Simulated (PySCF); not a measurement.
**Radial density of Nb+ (niobium, charge +1)**

UHF, [Kr] 4d4, high-spin 5D determinant. Computed with PySCF 2.14 in cc-pVDZ-PP with ECP28MDF (4s4p3d1f, 38 functions), with scalar relativity through the core potential. This is the valence pseudo-density: the core potential removes the inner electrons and smooths the orbitals near the nucleus.

```json
{"r (bohr)": "0.0504", "4πr²ρ (e/bohr)": "2.707e-05", "4πr²(ρα − ρβ)": "0.0000"}
{"r (bohr)": "0.0847", "4πr²ρ (e/bohr)": "9.073e-05", "4πr²(ρα − ρβ)": "0.0000"}
{"r (bohr)": "0.143", "4πr²ρ (e/bohr)": "0.0005386", "4πr²(ρα − ρβ)": "0.0001"}
{"r (bohr)": "0.240", "4πr²ρ (e/bohr)": "0.006977", "4πr²(ρα − ρβ)": "0.0016"}
{"r (bohr)": "0.403", "4πr²ρ (e/bohr)": "0.1761", "4πr²(ρα − ρβ)": "0.0293"}
{"r (bohr)": "0.678", "4πr²ρ (e/bohr)": "3.404", "4πr²(ρα − ρβ)": "0.3626"}
{"r (bohr)": "1.14", "4πr²ρ (e/bohr)": "9.866", "4πr²(ρα − ρβ)": "1.7237"}
{"r (bohr)": "1.92", "4πr²ρ (e/bohr)": "3.896", "4πr²(ρα − ρβ)": "1.9005"}
{"r (bohr)": "3.23", "4πr²ρ (e/bohr)": "0.5668", "4πr²(ρα − ρβ)": "0.5241"}
{"r (bohr)": "5.43", "4πr²ρ (e/bohr)": "0.02473", "4πr²(ρα − ρβ)": "0.0247"}
{"r (bohr)": "9.13", "4πr²ρ (e/bohr)": "9.298e-05", "4πr²(ρα − ρβ)": "0.0001"}
```

Energies and moments cover only the electrons outside the core potential.
